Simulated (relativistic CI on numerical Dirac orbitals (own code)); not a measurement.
## Slater and spin-orbit integrals, Te XVII

Method of calculation: Dirac-Coulomb-Breit CI, separate exchange-only KLI orbitals for each configuration, model QED, unscaled Slater integrals (own radial code, finite nucleus).

Slater integrals F^k, G^k are unscaled and averaged over j, outside the closed core [Ar] 3d10; ζ comes from projecting the Hamiltonian with its Breit term on Σ l·s of the shell.

- 4s2.4p5.4d: ζ(4p) = 65472, F^2(4p,4d) = 135010, G^1(4p,4d) = 170720, G^3(4p,4d) = 108200, ζ(4d) = 7215.7 cm⁻¹; <r>(4p) = 0.7363, <r^2>(4p) = 0.6118, <r>(4d) = 0.7766, <r^2>(4d) = 0.6881 (bohr units).
- 4s.4p6.4d: G^2(4s,4d) = 133430, ζ(4d) = 7277.3 cm⁻¹; <r>(4s) = 0.7077, <r^2>(4s) = 0.5622, <r>(4d) = 0.7769, <r^2>(4d) = 0.6887 (bohr units).
- 4s2.4p5.4f: ζ(4p) = 65454, F^2(4p,4f) = 132240, G^2(4p,4f) = 116860, G^4(4p,4f) = 82550, ζ(4f) = 494.31 cm⁻¹; <r>(4p) = 0.7363, <r^2>(4p) = 0.6118, <r>(4f) = 0.81, <r^2>(4f) = 0.7502 (bohr units).

Averages of the first 10 configurations, taken without configuration mixing, which lowers the lowest level and can move excited configurations by several eV; other configurations of the list can lie among them:

```csv
Configuration,Parity,States,Average energy above the lowest level (eV)
4s2.4p6,even,1,0.2
4s2.4p5.4d,odd,60,83.4
4s.4p6.4d,even,20,146.4
4s2.4p5.4f,even,84,175.8
4s.4p6.4f,odd,28,239.1
4s2.4p5.5s,odd,12,194.8
4s2.4p5.5p,even,36,217.7
4s.4p6.5s,even,4,259.0
4p6.4d2,even,45,295.4
4p5.4d3,odd,720,376.7
```
